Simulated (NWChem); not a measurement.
Everything below was run with NWChem. System: F3S, charge 0, spin multiplicity 2, at a geometry optimised with UPBE/def2-SVP. The structure started from a generated list of species. Its SCF solution wasn't tested for a lower state. Level: UHF/def2-TZVP.

Job file:

```
start mol
memory heap 200 mb stack 900 mb global 1100 mb
geometry units angstroms nocenter noautoz
  F     -0.311790    -0.091225     1.696489
  S     -0.361159     0.078667     0.000000
  F     -0.311790    -0.091225    -1.696489
  F      1.265640     0.042597     0.000000
  symmetry group Cs
end
basis spherical
  * library def2-tzvp
end
scf
  uhf
  nopen 1
  maxiter 100
  thresh 1e-7
  semidirect memsize 60000000 filesize 0
  # guess.movecs holds the orbitals of an unrestricted PBE0 run
  vectors input guess.movecs output mol.movecs
end
task scf energy
```

Output (cleaned and shortened):

```
             Northwest Computational Chemistry Package (NWChem) 7.3.0
             --------------------------------------------------------

                                NWChem Input Module
                                -------------------

 Scaling coordinates for geometry "geometry" by  1.889725989
 (inverse scale =  0.529177249)

 Turning off AUTOSYM since
 SYMMETRY directive was detected!

                             Geometry "geometry" -> ""
                             -------------------------

 Output coordinates in angstroms (scale by  1.889725989 to convert to a.u.)

  No.       Tag          Charge          X              Y              Z
 ---- ---------------- ---------- -------------- -------------- --------------
    1 F                    9.0000    -0.31179000    -0.09122500     1.69648900
    2 S                   16.0000    -0.36115900     0.07866700     0.00000000
    3 F                    9.0000    -0.31179000    -0.09122500    -1.69648900
    4 F                    9.0000     1.26564000     0.04259700     0.00000000

 Effective nuclear repulsion energy (a.u.)     185.7574330434

            Nuclear Dipole moment (a.u.)
            ----------------------------
        X                 Y               Z
 ---------------- ---------------- ----------------
    -0.0000075589    -0.0000094486     0.0000000000

      Symmetry information
      --------------------

 Group name             Cs
 Group number              2
 Group order               2
 No. of unique centers     3

      Symmetry unique atoms

     1    2    4


 Summary of "ao basis" -> "" (spherical)
 ------------------------------------------------------------------------------
       Tag                 Description            Shells   Functions and Types
 ---------------- ------------------------------  ------  ---------------------
 *                         def2-tzvp                  on all atoms

 Summary of "ao basis" -> "ao basis" (spherical)
 ------------------------------------------------------------------------------
       Tag                 Description            Shells   Functions and Types
 ---------------- ------------------------------  ------  ---------------------
 F                         def2-tzvp                11       31   5s3p2d1f
 S                         def2-tzvp                13       37   5s5p2d1f

                                 NWChem SCF Module
                                 -----------------

  ao basis        = "ao basis"
  functions       =   130
  atoms           =     4
  alpha electrons =    22
  beta  electrons =    21
  charge          =   0.00
  wavefunction    = UHF
  use symmetry    = T
  symmetry adapt  = T

 Summary of "ao basis" -> "ao basis" (spherical)
 ------------------------------------------------------------------------------
       Tag                 Description            Shells   Functions and Types
 ---------------- ------------------------------  ------  ---------------------
 F                         def2-tzvp                11       31   5s3p2d1f
 S                         def2-tzvp                13       37   5s5p2d1f

      Symmetry analysis of basis
      --------------------------

        a'         77
        a"         53

 Forming initial guess at       0.1s

   Symmetry analysis of molecular orbitals - initial alpha
   -------------------------------------------------------

  Numbering of irreducible representations:

     1 a'          2 a"

  Orbital symmetries:

     1 a'          2 a'          3 a"          4 a'          5 a'
     6 a'          7 a"          8 a'          9 a'         10 a"
    11 a'         12 a'         13 a"         14 a'         15 a'
    16 a"         17 a'         18 a"         19 a'         20 a"
    21 a'         22 a'         23 a'         24 a"         25 a'
    26 a'         27 a"         28 a'         29 a'         30 a"
    31 a"         32 a'

   Symmetry analysis of molecular orbitals - initial beta
   ------------------------------------------------------

  Numbering of irreducible representations:

     1 a'          2 a"

  Orbital symmetries:

     1 a'          2 a'          3 a"          4 a'          5 a'
     6 a"          7 a'          8 a'          9 a'         10 a"
    11 a'         12 a'         13 a"         14 a'         15 a'
    16 a"         17 a'         18 a'         19 a"         20 a"
    21 a'         22 a'         23 a'         24 a"         25 a'
    26 a"         27 a'         28 a'         29 a'         30 a"
    31 a"         32 a'

 Starting SCF solution at       0.1s

 ----------------------------------------------
         Quadratically convergent UHF

 Convergence threshold     :          1.000E-07
 Maximum no. of iterations :          100
 Integral*density screening:          1.000E-09
 ----------------------------------------------

              iter       energy          gnorm     gmax       time
             ----- ------------------- --------- --------- --------
                 1     -695.8354358194  8.75D-01  2.44D-01      1.4
                 2     -695.8718925150  1.80D-01  3.47D-02      1.5
                 3     -695.8769138878  1.42D-02  4.17D-03      2.1
                 4     -695.8770299492  2.45D-04  6.34D-05      3.2
                 5     -695.8770299765  8.12D-08  1.56D-08      5.1

       Final UHF  results
       ------------------

         Total SCF energy =   -695.877029976508
      One electron energy =  -1336.243471363851
      Two electron energy =    454.609008343935
 Nuclear repulsion energy =    185.757433043409

                       Sz =      0.5000
[...]
   107     -0.259529  4 F  pz               110     -0.234429  4 F  pz
    12      0.166177  1 F  px                80     -0.166177  3 F  px

 Vector   21  Occ=1.000000D+00  E=-5.492887D-01  Symmetry=a'
              MO Center= -4.0D-01,  4.2D-02, -2.7D-13, r^2= 2.7D+00
   Bfn.  Coefficient  Atom+Function         Bfn.  Coefficient  Atom+Function
  ----- ------------  ---------------      ----- ------------  ---------------
    36      0.388527  2 S  s                 35      0.351477  2 S  s
     8      0.263704  1 F  pz                76     -0.263704  3 F  pz
    11      0.241577  1 F  pz                79     -0.241577  3 F  pz
    34     -0.220509  2 S  s                 46     -0.166003  2 S  px
    14      0.154752  1 F  pz                82     -0.154752  3 F  pz

 Vector   22  Occ=1.000000D+00  E=-5.091943D-01  Symmetry=a'
              MO Center= -2.8D-01, -1.8D-02,  3.3D-15, r^2= 1.9D+00
   Bfn.  Coefficient  Atom+Function         Bfn.  Coefficient  Atom+Function
  ----- ------------  ---------------      ----- ------------  ---------------
    47      0.560825  2 S  py                44      0.255909  2 S  py
    50      0.239694  2 S  py                 7     -0.185565  1 F  py
    75     -0.185565  3 F  py                38     -0.183208  2 S  py
    10     -0.159953  1 F  py                78     -0.159953  3 F  py
   106     -0.154058  4 F  py

 Vector   23  Occ=0.000000D+00  E= 6.269653D-02  Symmetry=a'
              MO Center= -3.5D-01,  6.4D-02,  2.5D-14, r^2= 2.4D+00
   Bfn.  Coefficient  Atom+Function         Bfn.  Coefficient  Atom+Function
  ----- ------------  ---------------      ----- ------------  ---------------
    49      0.908083  2 S  px               104     -0.680466  4 F  s
    36      0.657946  2 S  s                 46      0.444122  2 S  px
   111      0.375331  4 F  px               105      0.210812  4 F  px
   108      0.197986  4 F  px                43      0.184109  2 S  px
    35      0.168274  2 S  s

 Vector   24  Occ=0.000000D+00  E= 1.800627D-01  Symmetry=a"
              MO Center= -4.9D-01,  1.8D-01,  1.7D-13, r^2= 3.0D+00
   Bfn.  Coefficient  Atom+Function         Bfn.  Coefficient  Atom+Function
  ----- ------------  ---------------      ----- ------------  ---------------
    51      1.400015  2 S  pz                 5     -0.755677  1 F  s
    73      0.755677  3 F  s                 48      0.539138  2 S  pz
    14      0.406087  1 F  pz                82      0.406087  3 F  pz
    45      0.217231  2 S  pz               113     -0.189212  4 F  pz
     8      0.167674  1 F  pz                76      0.167674  3 F  pz

 Vector   25  Occ=0.000000D+00  E= 3.306938D-01  Symmetry=a'
              MO Center= -5.3D-01,  1.3D-01,  2.2D-17, r^2= 4.1D+00
   Bfn.  Coefficient  Atom+Function         Bfn.  Coefficient  Atom+Function
  ----- ------------  ---------------      ----- ------------  ---------------
    50      1.536799  2 S  py                47     -1.040765  2 S  py
    36     -0.230834  2 S  s                  5      0.157563  1 F  s
    73      0.157563  3 F  s                 57     -0.151034  2 S  d -2

                     UHF Final Beta Molecular Orbital Analysis
                     -----------------------------------------

 Vector   19  Occ=1.000000D+00  E=-6.385297D-01  Symmetry=a"
              MO Center= -2.6D-02, -5.6D-02,  1.1D-14, r^2= 3.1D+00
   Bfn.  Coefficient  Atom+Function         Bfn.  Coefficient  Atom+Function
  ----- ------------  ---------------      ----- ------------  ---------------
     6      0.248570  1 F  px                74     -0.248570  3 F  px
   107     -0.236176  4 F  pz                 9      0.220128  1 F  px
    77     -0.220128  3 F  px               110     -0.213218  4 F  pz
     7     -0.158721  1 F  py                75      0.158721  3 F  py

 Vector   20  Occ=1.000000D+00  E=-6.369762D-01  Symmetry=a"
              MO Center= -2.4D-01, -8.5D-02,  1.4D-13, r^2= 3.2D+00
   Bfn.  Coefficient  Atom+Function         Bfn.  Coefficient  Atom+Function
  ----- ------------  ---------------      ----- ------------  ---------------
     7      0.287480  1 F  py                75     -0.287480  3 F  py
    10      0.253889  1 F  py                78     -0.253889  3 F  py
    13      0.167989  1 F  py                81     -0.167989  3 F  py
     6      0.163051  1 F  px                74     -0.163051  3 F  px

 Vector   21  Occ=1.000000D+00  E=-5.166779D-01  Symmetry=a'
              MO Center= -5.3D-01,  1.0D-01, -2.1D-13, r^2= 2.4D+00
   Bfn.  Coefficient  Atom+Function         Bfn.  Coefficient  Atom+Function
  ----- ------------  ---------------      ----- ------------  ---------------
    36      0.400066  2 S  s                 35      0.363824  2 S  s
     8      0.248467  1 F  pz                76     -0.248467  3 F  pz
    34     -0.232125  2 S  s                 11      0.229971  1 F  pz
    79     -0.229971  3 F  pz                46     -0.226023  2 S  px
    14      0.155310  1 F  pz                82     -0.155310  3 F  pz

 Vector   22  Occ=0.000000D+00  E=-2.922783D-02  Symmetry=a'
              MO Center= -3.9D-01, -2.0D-02, -2.2D-13, r^2= 1.9D+00
   Bfn.  Coefficient  Atom+Function         Bfn.  Coefficient  Atom+Function
  ----- ------------  ---------------      ----- ------------  ---------------
    50      0.539487  2 S  py                47      0.458795  2 S  py
    44      0.219691  2 S  py                38     -0.169288  2 S  py

 Vector   23  Occ=0.000000D+00  E= 9.670178D-02  Symmetry=a'
              MO Center= -1.9D-01,  5.0D-02,  1.5D-13, r^2= 2.6D+00
   Bfn.  Coefficient  Atom+Function         Bfn.  Coefficient  Atom+Function
  ----- ------------  ---------------      ----- ------------  ---------------
    49      0.962042  2 S  px                36      0.888426  2 S  s
   104     -0.755817  4 F  s                111      0.431428  4 F  px
    46      0.405345  2 S  px                35      0.241820  2 S  s
   105      0.217110  4 F  px                34     -0.206431  2 S  s
   108      0.205432  4 F  px                 5     -0.164993  1 F  s

 Vector   24  Occ=0.000000D+00  E= 1.971218D-01  Symmetry=a"
              MO Center= -5.2D-01,  2.1D-01,  7.4D-15, r^2= 3.2D+00
   Bfn.  Coefficient  Atom+Function         Bfn.  Coefficient  Atom+Function
  ----- ------------  ---------------      ----- ------------  ---------------
    51      1.512133  2 S  pz                 5     -0.810727  1 F  s
    73      0.810727  3 F  s                 48      0.494649  2 S  pz
    14      0.429285  1 F  pz                82      0.429285  3 F  pz
    45      0.206195  2 S  pz               113     -0.193772  4 F  pz
     8      0.157292  1 F  pz                76      0.157292  3 F  pz

 center of mass
 --------------
 x =   0.01383006 y =  -0.00301270 z =   0.00000000

 moments of inertia (a.u.)
 ------------------
         392.481224272819          -4.276939969946           0.000000000000
          -4.276939969946         527.265657179547           0.000000000000
           0.000000000000           0.000000000000         138.700569208963

  Mulliken analysis of the total density
  --------------------------------------

    Atom       Charge   Shell Charges
 -----------   ------   -------------------------------------------------------
    1 F    9     9.39   0.77  1.20  0.60  1.01  0.35  2.22  2.26  0.96  0.00  0.01  0.00
    2 S   16    14.99   2.01  0.49  1.47  1.23  0.70  4.15  1.71  0.69  1.64  0.31  0.16  0.34  0.08
    3 F    9     9.39   0.77  1.20  0.60  1.01  0.35  2.22  2.26  0.96  0.00  0.01  0.00
    4 F    9     9.23   0.77  1.20  0.60  1.03  0.32  2.21  2.26  0.82  0.00  0.01  0.00

  Mulliken analysis of the alpha density
  --------------------------------------

    Atom       Charge   Shell Charges
 -----------   ------   -------------------------------------------------------
    1 F    9     4.72   0.39  0.60  0.30  0.51  0.17  1.14  1.15  0.46  0.00  0.00  0.00
    2 S   16     7.92   1.00  0.25  0.73  0.64  0.34  2.09  0.84  0.44  1.06  0.21  0.08  0.18  0.04
    3 F    9     4.72   0.39  0.60  0.30  0.51  0.17  1.14  1.15  0.46  0.00  0.00  0.00
    4 F    9     4.64   0.39  0.60  0.30  0.52  0.16  1.12  1.14  0.40  0.00  0.01  0.00

   Mulliken analysis of the beta density
   -------------------------------------

    Atom       Charge   Shell Charges
 -----------   ------   -------------------------------------------------------
    1 F    9     4.66   0.39  0.60  0.30  0.51  0.18  1.08  1.12  0.49  0.00  0.00  0.00
    2 S   16     7.08   1.00  0.25  0.74  0.59  0.35  2.06  0.87  0.26  0.58  0.10  0.07  0.16  0.04
    3 F    9     4.66   0.39  0.60  0.30  0.51  0.18  1.08  1.12  0.49  0.00  0.00  0.00
    4 F    9     4.60   0.39  0.60  0.30  0.51  0.16  1.08  1.12  0.42  0.00  0.01  0.00

   Mulliken analysis of the spin density
   -------------------------------------

    Atom       Charge   Shell Charges
 -----------   ------   -------------------------------------------------------
    1 F    9     0.06   0.00 -0.00  0.00  0.00 -0.00  0.05  0.03 -0.03  0.00 -0.00 -0.00
    2 S   16     0.84   0.00  0.00 -0.00  0.05 -0.01  0.03 -0.02  0.18  0.48  0.11  0.01  0.01 -0.00
    3 F    9     0.06   0.00 -0.00  0.00  0.00 -0.00  0.05  0.03 -0.03  0.00 -0.00 -0.00
    4 F    9     0.04   0.00 -0.00  0.00  0.00 -0.00  0.04  0.02 -0.02  0.00 -0.00  0.00

       Multipole analysis of the density wrt the origin
       ------------------------------------------------

     L   x y z        total         alpha         beta         nuclear
     -   - - -        -----         -----         ----         -------
     0   0 0 0      0.000000    -22.000000    -21.000000     43.000000

     1   1 0 0     -0.414289     -0.002316     -0.411965     -0.000008
     1   0 1 0      0.131737      0.128647      0.003100     -0.000009
     1   0 0 1      0.000000     -0.000000      0.000000      0.000000

     2   2 0 0    -19.776426    -42.900704    -42.059819     65.184096
     2   1 1 0      0.006304     -1.167428     -0.763950      1.937682
     2   1 0 1     -0.000000     -0.000000     -0.000000      0.000000
     2   0 2 0    -18.807057    -10.996584     -8.757313      0.946841
     2   0 1 1      0.000000      0.000000      0.000000      0.000000
     2   0 0 2    -25.955165   -106.477089   -104.478308    185.000232

 Task  times  cpu:        5.2s     wall:        5.2s

 Total times  cpu:        5.2s     wall:        5.2s
```
